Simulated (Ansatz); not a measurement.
SnH2MeBr (CH5BrSn). The state is a singlet with charge 0. Geometry PBE-D4/def2-SVP; atoms count from 1.

Cartesian coordinates in Å:
```
Sn 0.271 0.580 0.726
H 0.014 2.273 0.489
H 1.822 0.264 1.421
C -0.118 -0.592 -1.047
H 0.566 -0.277 -1.859
H -1.167 -0.434 -1.362
H 0.041 -1.662 -0.819
Br -1.430 -0.151 2.452
```

In the def2 sets Sn takes a core potential; there is no spin–orbit coupling.

Estimate the Mulliken populations from the PBE0/def2-TZVP orbitals of Ansatz.


| atom | charge (e) |
| --- | --- |
| Sn1 | 0.61 |
| H2 | -0.04 |
| H3 | -0.04 |
| C4 | -0.62 |
| H5 | 0.15 |
| H6 | 0.16 |
| H7 | 0.16 |
| Br8 | -0.39 |
Mulliken values and Mayer orders depend strongly on the basis.

And the Mayer bond orders between bonded heavy atoms (over 0.3)?

Sn1–C4 0.93 (2.16 Å); Sn1–Br8 0.92 (2.53 Å).
